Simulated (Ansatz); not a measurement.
Start from `N=C(N)BCl` and change one atom or group to get `N=C(N)[SiH3]`.

Ansatz, PBE0-D4/def2-TZVP geometries, multiplicity 1. Each molecule was computed in one conformer, which needn't be the lowest.

```
                               property  `N=C(N)BCl`
  LUMO energy (ωB97M-V/def2-TZVPP) / eV        -0.32
HOMO–LUMO gap (ωB97M-V/def2-TZVPP) / eV         9.05
    HOMO–LUMO gap (PBE/def2-TZVPP) / eV         2.62
      HOMO energy (PBE/def2-TZVPP) / eV        -5.89
     LUMO energy (PBE0/def2-TZVPP) / eV        -2.38
   HOMO–LUMO gap (PBE0/def2-TZVPP) / eV         4.74
```

(1) What does the change do to each property? (Best estimate.)

## Answers

(1) The calculation gave: 
| property | `N=C(N)[SiH3]` | shift |
| --- | --- | --- |
| LUMO energy (ωB97M-V/def2-TZVPP) / eV | 2.02 | 2.34 |
| HOMO–LUMO gap (ωB97M-V/def2-TZVPP) / eV | 11.46 | 2.41 |
| HOMO–LUMO gap (PBE/def2-TZVPP) / eV | 4.91 | 2.29 |
| HOMO energy (PBE/def2-TZVPP) / eV | -5.88 | 0.01 |
| LUMO energy (PBE0/def2-TZVPP) / eV | 0.00 | 2.38 |
| HOMO–LUMO gap (PBE0/def2-TZVPP) / eV | 7.17 | 2.43 |

The zero-point energy changes by 26.0 kJ/mol with +3 modes.
